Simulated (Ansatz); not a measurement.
The same path of ClF3H2OW (8 atoms, charge 0, multiplicity 1) was run twice with different band settings. Lost on the way: W1–H2, W1–F3. Made: H2–F3.

Computed with RKS PBE0/def2-SVP in Ansatz 0.2.0.

Relaxed end points:

```xyz
8
Properties=species:S:1:pos:R:3
W 0.146 -0.210 -0.016
H 0.077 0.372 1.570
F 1.950 -0.350 0.340
F 0.241 1.712 -0.006
F -1.694 -0.173 0.123
Cl 0.015 -2.451 0.373
O 0.271 0.215 -1.822
H 0.331 1.139 -2.120
```

```xyz
8
Properties=species:S:1:pos:R:3
W -0.639 -0.737 -0.117
H 1.241 1.656 0.327
F 1.819 1.860 -0.388
F -0.019 0.709 0.969
F -2.249 -0.427 0.736
Cl -1.012 -2.859 -0.709
O 0.817 -0.376 -1.142
H 1.379 0.427 -1.234
```

Common settings: movable images 9; climbing image yes; spring 5.0 eV/Å²; optimiser quadratic models (default); start path through a guess of the saddle point; iteration limit 60; end points relaxed.

| run | force threshold |
| --- | --- |
| 1 | 0.03 eV/Å |
| 2 | 0.2 eV/Å |

What does each run give, and how far can it be trusted?

Run 1: converged after 25 iterations, highest image 1.280 eV above the first end. The profile has 3 maxima (images 1, 3, 5) with wells between them (images 2, 4): this band takes more than one step, which may be the mechanism or a detour left from its start path. Neighbouring images differ by up to 1.2 eV, so the band resolves the path poorly. A vibrational analysis at the climbing image gives one clearly imaginary mode, 393i cm⁻¹: a first-order saddle point.
Run 2: converged after 13 iterations, highest image 1.245 eV above the first end. The threshold of 0.2 eV/Å is loose, so the images may lie well off the minimum-energy path. The profile has 2 maxima (images 1, 5) with wells between them (image 3): this band takes more than one step, which may be the mechanism or a detour left from its start path. The order of the point at the top wasn't checked.
The orbitals stay closed-shell, which can raise the energy where a bond breaks towards radicals; this wasn't checked here.
